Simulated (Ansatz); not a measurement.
Born–Oppenheimer molecular dynamics of ClFH9NSiW (14 atoms, charge 0, multiplicity 1). It starts at the highest image of a converged band, a first-order saddle point between two minima.

The calculation used RKS BLYP-D4/def2-SVP (Ansatz).

- ensemble: NVE (velocity Verlet)
- time step: 0.5 fs
- steps asked: 200
- starting velocities drawn for: 100 K
- seed: 5170

First frame:

```xyz
14
Properties=species:S:1:pos:R:3
W 0.087 0.072 0.222
Cl -0.648 0.182 2.379
H 1.443 -0.981 0.757
H -0.835 1.583 -0.121
H -1.455 -0.277 -0.451
H -0.288 -1.589 -0.001
F 0.895 0.238 -1.442
N 1.755 1.720 0.789
H 2.592 1.471 0.240
Si 1.224 3.440 0.500
H 0.900 3.561 -0.947
H 0.068 3.695 1.403
H 2.359 4.364 0.850
H 2.024 1.553 1.770
```

(1) How far do the bonds stretch over the last three quarters of this one trajectory? (Pairs bonded in most of those frames.)

## Answers

(1) 
```
    bond  mean (Å)  spread (Å)  shortest  longest
  W1–Cl2     2.275       0.008      2.26     2.30
   W1–H3     1.762       0.029      1.70     1.81
   W1–H4     1.767       0.037      1.70     1.83
   W1–H5     1.712       0.011      1.69     1.73
   W1–H6     1.710       0.026      1.67     1.75
   W1–F7     1.914       0.049      1.84     2.00
   W1–N8     2.395       0.021      2.36     2.42
   N8–H9     1.032       0.009      1.02     1.05
 N8–Si10     1.825       0.006      1.82     1.84
  N8–H14     1.032       0.003      1.02     1.04
Si10–H11     1.488       0.009      1.48     1.50
Si10–H12     1.492       0.026      1.45     1.53
Si10–H13     1.504       0.002      1.50     1.51
```

Mean temperature of the second half: 86 K. The conserved energy stayed within 0.033 meV per atom of its start (net change 0.015 meV per atom), so the integration is sound. A run of 0.1 ps of so small a system gives no equilibrium averages. The orbitals stay closed-shell, which can raise the energy where a bond breaks towards radicals; this wasn't checked here.

The run took 8.4 min on 4 threads of Arm Neoverse V2 (shared host), peak memory 0.21 GiB.
